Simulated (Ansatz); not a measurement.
`N[SiH2]C[SiH2]Cl` and `N[SiH2]C[SiH2]N` differ in one atom or group.

Ansatz, PBE0-D4/def2-TZVP geometries, multiplicity 1. Each molecule was computed in one conformer, which needn't be the lowest.

```csv
property,`N[SiH2]C[SiH2]Cl`
HOMO–LUMO gap (ωB97M-V/def2-TZVPP) / eV,11.71
LUMO energy (PBE/def2-TZVPP) / eV,-0.52
HOMO–LUMO gap (PBE0/def2-TZVPP) / eV,7.79
HOMO energy (PBE0/def2-TZVPP) / eV,-7.46
HOMO energy (B3LYP/def2-TZVPP) / eV,-7.23
LUMO energy (B3LYP/def2-TZVPP) / eV,0.09
```

Task: What does the change do to each property? (An estimate is asked.)

Result: The calculation gave: 
```tsv
property	`N[SiH2]C[SiH2]N`	shift
HOMO–LUMO gap (ωB97M-V/def2-TZVPP) / eV	11.32	-0.39
LUMO energy (PBE/def2-TZVPP) / eV	-0.49	0.03
HOMO–LUMO gap (PBE0/def2-TZVPP) / eV	7.47	-0.32
HOMO energy (PBE0/def2-TZVPP) / eV	-7.14	0.32
HOMO energy (B3LYP/def2-TZVPP) / eV	-6.91	0.32
LUMO energy (B3LYP/def2-TZVPP) / eV	0.07	-0.02
```

B3LYP here is the variant with VWN-RPA as its local correlation; programs differ in this.
